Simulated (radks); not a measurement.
Values are calculated unless marked as measured or tabulated.
Spin polarisation of the 5d6 shell in Os. Start: [Xe] 4f14 5d(up 3, down 3) 6s2; electrons of 5d are moved from spin down to spin up, other shells keep equal spins. Level of theory: scalar-relativistic Kohn-Sham, r2SCAN, spin-polarised, spherical densities, finite nucleus; meta-GGA in the generalised Kohn-Sham scheme; Fermi nuclear charge, rms radius of each element as measured or else 0.836 A^(1/3) + 0.57 fm (a radial shooting solver on a logarithmic mesh with Libxc functionals).

moment (Bohr magnetons)  E - E(0) (eV)  e(5d up) (eV)  e(5d down) (eV)  6s down minus up (eV)  5p down minus up (eV)  4f down minus up (eV)
0                                0.000         -6.394           -6.394                 0.000                 0.000                  0.000
1                               -0.203         -6.781           -5.969                  0.372                  0.708                  0.119
2                               -0.812         -7.129           -5.506                  0.737                  1.417                  0.237
3                               -1.826         -7.436           -5.001                  1.094                  2.127                  0.355
4                               -3.248         -7.703           -4.444                  1.455                  2.836                  0.471

At moment 4 the spin-polarisation energy is -3.248 eV and the 5d exchange splitting 3.259 eV, that is 0.815 eV per Bohr magneton; E = -I m^2/4 would give I = 0.812 eV.
